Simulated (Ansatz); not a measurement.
`C[Se][SiH2]S` + `C=CCl` → `C=C(Cl)[SiH2]S` + `C[SeH]`  (formal exchange of groups at the Si–Se bond)

Computed with Ansatz on PBE0-D4/def2-TZVP structures; ΔE is electronic, products minus reactants. CBS: MP2 limit from def2 TZ/QZ plus the TZ coupled-cluster correction, frozen cores. This one scheme is used for every species. Functionals use def2-TZVPP. B3LYP here is the variant with VWN-RPA as its local correlation; programs differ in this. For Se outer-core shells are correlated without core-valence functions, which leaves a few kJ/mol of doubt a bond. Scalar relativity is left out up to krypton. Each species was taken in one conformer, which may not be the lowest.

```json
{"level": "PBE-D4", "ΔE (kJ/mol)": "66.9", "difference from CCSD(T)/CBS": "2.0"}
{"level": "r2SCAN-D4", "ΔE (kJ/mol)": "66.1", "difference from CCSD(T)/CBS": "1.2"}
{"level": "PBE0-D4", "ΔE (kJ/mol)": "67.6", "difference from CCSD(T)/CBS": "2.7"}
{"level": "B3LYP-D4", "ΔE (kJ/mol)": "62.8", "difference from CCSD(T)/CBS": "-2.1"}
{"level": "ωB97X-V", "ΔE (kJ/mol)": "62.2", "difference from CCSD(T)/CBS": "-2.7"}
{"level": "ωB97M-V", "ΔE (kJ/mol)": "62.3", "difference from CCSD(T)/CBS": "-2.6"}
{"level": "B2PLYP", "ΔE (kJ/mol)": "62.9", "difference from CCSD(T)/CBS": "-2.0"}
{"level": "PBE", "ΔE (kJ/mol)": "67.2", "difference from CCSD(T)/CBS": "2.3"}
{"level": "r2SCAN", "ΔE (kJ/mol)": "66.4", "difference from CCSD(T)/CBS": "1.5"}
{"level": "PBE0", "ΔE (kJ/mol)": "67.9", "difference from CCSD(T)/CBS": "3.0"}
{"level": "B3LYP", "ΔE (kJ/mol)": "63.0", "difference from CCSD(T)/CBS": "-1.9"}
{"level": "HF/def2-TZVPP", "ΔE (kJ/mol)": "62.5", "difference from CCSD(T)/CBS": "-2.4"}
{"level": "MP2/def2-TZVPP", "ΔE (kJ/mol)": "63.8", "difference from CCSD(T)/CBS": "-1.1"}
{"level": "SCS-MP2/def2-TZVPP", "ΔE (kJ/mol)": "61.1", "difference from CCSD(T)/CBS": "-3.8"}
{"level": "CCSD/def2-TZVPP", "ΔE (kJ/mol)": "60.7", "difference from CCSD(T)/CBS": "-4.2"}
{"level": "CCSD(T)/def2-TZVPP", "ΔE (kJ/mol)": "60.6", "difference from CCSD(T)/CBS": "-4.3"}
{"level": "HF/def2-QZVPP", "ΔE (kJ/mol)": "61.8", "difference from CCSD(T)/CBS": "-3.1"}
{"level": "MP2/def2-QZVPP", "ΔE (kJ/mol)": "66.0", "difference from CCSD(T)/CBS": "1.1"}
{"level": "SCS-MP2/def2-QZVPP", "ΔE (kJ/mol)": "63.1", "difference from CCSD(T)/CBS": "-1.8"}
{"level": "HF/CBS(def2)", "ΔE (kJ/mol)": "61.7", "difference from CCSD(T)/CBS": "-3.2"}
{"level": "MP2/CBS(def2)", "ΔE (kJ/mol)": "68.1", "difference from CCSD(T)/CBS": "3.2"}
{"level": "CCSD/CBS(def2)", "ΔE (kJ/mol)": "65.0", "difference from CCSD(T)/CBS": "0.1"}
{"level": "CCSD(T)/CBS", "ΔE (kJ/mol)": "64.9", "difference from CCSD(T)/CBS": "0"}
```

Largest T1 diagnostic among the species: 0.011.
